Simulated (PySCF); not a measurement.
Br+: excitation energy

Br+ [Ar] 3d10 4s2 4p4 (3P) → Br+ [Ar] 3d10 4s2 4p3 5s1 (5S), as a difference of total energies. Calculation: PySCF 2.14, in aug-cc-pVDZ-PP with ECP10MDF (5s4p3d, 32 functions); scalar relativity through the core potential. Correlated levels: valence: 3s2 3p6 3d10 frozen. The calculations carry no spin-orbit coupling.

```csv
method,excitation energy (eV),error (eV)
UHF,10.680,-0.782
MP2 (valence),10.754,-0.708
SCS-MP2 (valence),10.893,-0.569
CCSD (valence),10.780,-0.682
CCSD(T) (valence),10.778,-0.684
CCSDT (valence),10.778,-0.684
```

Reference: 11.462 eV (measured; NIST levels, between the centres of gravity of the two terms).

Errors of the correlated levels include the incompleteness of this basis and the frozen core.
